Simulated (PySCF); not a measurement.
**Working out the ionisation energy of Sr⁺**

Sr⁺ [Kr] 5s1 (2S) → Sr²⁺ [Kr] (1S). Computed with PySCF 2.14 in ANO-RCC-VTZP (7s6p3d1f, 47 functions), with scalar relativity by spin-free X2C-1e. Frozen: [Ar] 3d10. Energies in hartree (1 hartree = 27.21139 eV):

```
            part   Sr⁺ (lower)  Sr²⁺ (upper)
             UHF  -3177.060268  -3176.676365
CCSD correlation     -0.202756     -0.187621
             (T)     -0.004784     -0.003797
```

Task: What does Hartree-Fock give?

Result: (-3176.676365) − (-3177.060268) = 0.383903 hartree = 10.447 eV.

Task: What do CCSD and CCSD(T) give?

Result: The CCSD correlation energies differ by 0.015135 hartree = 0.412 eV and the triples by 0.000987 hartree = 0.027 eV, so CCSD gives 10.859 eV and CCSD(T) 10.886 eV.

Measured between the centres of the two terms (NIST): 11.030 eV, so CCSD(T) (valence and next inner shell) is off by -0.144 eV.

What remains against the reference includes basis incompleteness, the frozen core and higher excitations.
